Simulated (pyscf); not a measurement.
Structures and frequencies: ωB97X-D3(BJ)/def2-SVP in PySCF.

How much does it cost (ΔH, 298 K, ωB97M-D3(BJ)/def2-TZVP) to split O=Re(=O)(=O)–O–B(Cl)–Cl (SMILES [O]=[Re](=[O])(=[O])[O]B(Cl)Cl) at its B–O bond into [O–Re(=O)(=O)=O]• + [Cl–B–Cl]•?

B–O to [O–Re(=O)(=O)=O]• + [Cl–B–Cl]•: 147.0 kcal/mol. The 7 functionals that were run give +135.6 (PBE) to +148.1 kcal/mol (ωB97X-D3(BJ)/def2-TZVP). The radicals are drawn with the spin at the cut bond; how far it spreads was not checked. Other isomers of [O–Re(=O)(=O)=O]• were not searched in full and may lie lower. Open-shell species with a d-block atom are single-reference here; other states, and whether the spin sits on metal or ligand, were not checked. Elements past Kr carry the def2 core potentials, without spin-orbit coupling.
